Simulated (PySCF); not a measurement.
TPSS on Be⁺ (beryllium, charge +1)

Configuration: [He] 2s1, 2S determinant. All numbers are calculated (PySCF 2.14, the non-relativistic Hamiltonian (point nucleus), in def2-TZVP (5s3p1d, 19 functions)).

```json
{
 "Total energy": "-14.3375 hartree",
 "One-electron energy": "-17.6196 hartree",
 "Hartree (Coulomb) energy": "5.8508 hartree",
 "Exchange-correlation energy": "-2.5687 hartree",
 "Kinetic energy": "14.29489 hartree",
 "⟨S²⟩": "0.7500",
 "⟨L²⟩": "0.000",
 "Sum of ⟨r⟩": "3.088 bohr",
 "Sum of ⟨r²⟩": "6.430 bohr²",
 "Density at the nucleus (Gaussians lack the cusp)": "34.0 bohr⁻³",
 "Spin density at the nucleus": "1.01 bohr⁻³",
 "Langevin diamagnetic susceptibility": "-5.09 ×10⁻⁶ cm³/mol",
 "Time after the integrals": "0.04 s of wall time on 1 thread of Intel(R) Xeon(R) 6975P-C (shared host)"
}
```

| shell | electrons | mean orbital energy (eV) | rms radius, mean of both spins (bohr) |
| --- | --- | --- | --- |
| 1s α | 1 | -119.29 | 0.486 |
| 1s β | 1 | -118.81 | 0.486 |
| 2s α | 1 | -14.509 | 2.44 |
